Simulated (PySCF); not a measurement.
**C2H4O2, SMILES `OC(=C)O` (O–C–O–H torsion -42°, O–C–O–H torsion -42°) (charge 0, multiplicity 1)**

Computed with PBE0-D3(BJ)/def2-TZVP run with PySCF.

```json
{
 "HOMO": "-6.67 eV",
 "dipole_moment": "2.00 D",
 "HOMO–LUMO gap": "7.29 eV",
 "LUMO": "0.62 eV",
 "total_energy": "-228.8850 Ha",
 "cost": "roughly 27 core-seconds"
}
```

```xyz
8

C     -0.9134    -0.8295    -0.1653
C      0.0581     0.0527     0.0105
O      0.8548     0.0598     1.1091
O      0.3402     1.0254    -0.8929
H     -1.5917    -0.7229    -0.9979
H     -1.0236    -1.6518     0.5248
H      1.7633     0.2203     0.8290
H      0.5123     1.8461    -0.4174
```
Charge 0, spin multiplicity 1.
